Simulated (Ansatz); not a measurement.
The lowest singlet and triplet of BF (SMILES [B]F); geometries from B3LYP-D3(BJ)/def2-TZVP, each state relaxed from the structure named, with no frequency check.
Singlet at the triplet's geometry (charge 0, multiplicity 1):
```json
[
 {"atom": "B", "x (Å)": "0.0000", "y (Å)": "0.0000", "z (Å)": "-0.8452"},
 {"atom": "F", "x (Å)": "0.0000", "y (Å)": "0.0000", "z (Å)": "0.4695"}
]
```

A positive gap puts the triplet lower; no zero-point energy. R- takes a restricted singlet. U- takes an unrestricted singlet (broken symmetry where lower, unprojected). The triplet is unrestricted in single-reference levels. Active spaces average the two states.

Frozen-core correlation.

The values were computed with Ansatz (a first-principles code) with Gaussian orbitals. Values without a source in brackets are computed.

```tsv
level	gap E(singlet) − E(triplet), vertical, at the triplet's geometry (kcal/mol)
R-HF/cc-pVQZ	-56.26
U-PBE/def2-TZVPP	…
U-r2SCAN/def2-TZVPP	…
R-BHLYP/def2-TZVPP	-76.59
R-wB97X-V/def2-TZVPP	-81.00
R-MP2/cc-pVDZ	-75.87
U-MP2/cc-pVQZ	-76.45
U-SCS-MP2/cc-pVQZ	-81.45
FIC-MRCISD+Q on SA-CASSCF(2,3)/cc-pVQZ	-81.80
```

Complete the blanks.


- U-PBE/def2-TZVPP, gap E(singlet) − E(triplet), vertical, at the triplet's geometry (kcal/mol): -73.96
- U-r2SCAN/def2-TZVPP, gap E(singlet) − E(triplet), vertical, at the triplet's geometry (kcal/mol): -68.43
